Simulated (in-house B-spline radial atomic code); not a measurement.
A fraction x of an electron is removed from 4d in the ruthenium ion Ru⁺, starting from [Kr] 4d7 and keeping the highest spin. Method: non-relativistic PBEsol, spin-polarised, spherical fractional occupations, point nucleus. Calculated with an all-electron radial atomic-structure program (B-spline basis).

```
   x  E(x) - E(0) (eV)  4d down level (eV)
   0            0.0000             -11.584
0.01            0.1163             -11.686
0.16            1.9853             -13.241
0.25            3.2198             -14.195
0.39            5.3126             -15.708
 0.5            7.1070             -16.921
0.61            9.0359             -18.153
0.75           11.6888             -19.751
0.83           13.3059             -20.677
0.92           15.2142             -21.731
   1           16.9904             -22.678
```

The exact functional would give a straight line between the two integer points. Deviations E(x) - E(0) - x[E(1) - E(0)], in eV: -0.054 at x = 0.01, -0.733 at x = 0.16, -1.028 at x = 0.25, -1.314 at x = 0.39, -1.388 at x = 0.5, -1.328 at x = 0.61, -1.054 at x = 0.75, -0.796 at x = 0.83, -0.417 at x = 0.92.

The curve lies below the straight line by up to 1.388 eV (at x = 0.5): convex, the delocalisation error that favours fractional charges.

Problem. How well does Slater's transition state (minus the level at half occupation) give the ionisation energy?

Solution. It gives 16.921 eV against 16.990 eV from the two total energies; NIST lists 16.76 eV, ground level to ground level.
